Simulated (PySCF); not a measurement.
C3H3N2, charge -1, multiplicity 1. Atoms are numbered in the order given.

```xyz
8

C      0.0000     0.6986    -0.9026
C      0.0000    -0.6986    -0.9026
N      0.0000    -1.1435     0.3923
C      0.0000     0.0000     1.1067
N      0.0000     1.1435     0.3923
H      0.0000     1.3872    -1.7508
H      0.0000    -1.3872    -1.7508
H      0.0000     0.0000     2.2007
```
Charge -1, spin multiplicity 1.

Geometry: B3LYP-D3(BJ)/def2-SVPD. The multiplicity is an assumed one; other spin states were not compared. The isomer is the one that the SMILES or the coordinates give; other isomers of the formula were not compared.

Computed with KT2/pcSseg-1 (PySCF).

GIAO shieldings, no solvent; atoms alike by connectivity are averaged. δ = σ(ref) − σ: ¹³C against TMS (σ = 185.1 ppm); ¹⁵N against NH3 (σ = 266.2 ppm); ¹H against TMS (σ = 31.47 ppm), references at their B3LYP-D3(BJ)/def2-TZVP geometries, non-relativistic.

```
nucleus   atoms  count  δ (ppm)
-------  ------  -----  -------
¹³C          C4      1    137.1
¹³C      C1, C2      2    117.8
¹⁵N      N3, N5      2    277.9
¹H           H8      1     7.13
¹H       H6, H7      2     6.72
```
